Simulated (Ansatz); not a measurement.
C₂H₅AlBN, SMILES `B[C]1=C[NH][AlH]1` at its PBE0-D4/def2-TZVP geometry, where that method's forces vanish. Total charge 0; spin multiplicity 1.

```xyz
10

B     1.8838   -0.3586   -0.5155
C     0.4876    0.0991   -0.2581
C    -0.4181   -0.5843    0.5463
N    -1.6434   -0.0038    0.6557
Al   -0.9793    1.3141   -0.4655
H     2.2756   -1.3802   -0.0067
H     2.6450    0.2521   -1.2152
H    -0.2022   -1.5208    1.0696
H    -2.3605   -0.4277    1.2163
H    -1.6884    2.6102   -1.0269
```

(1) What forces (eV/Å) does PBE-D4/def2-TZVPP give on these atoms in Ansatz 0.2.0? (Estimate.)

## Answers

(1) Ansatz gave: 
```
B1   0.050  0.041 -0.046
C2   0.429  0.022 -0.185
C3   0.074 -0.202  0.102
N4  -0.333  0.143  0.039
Al5 -0.003  0.283 -0.183
H6   0.027 -0.101  0.054
H7   0.077  0.060 -0.069
H8   0.051 -0.206  0.114
H9  -0.292 -0.155  0.217
H10 -0.079  0.116 -0.044
```
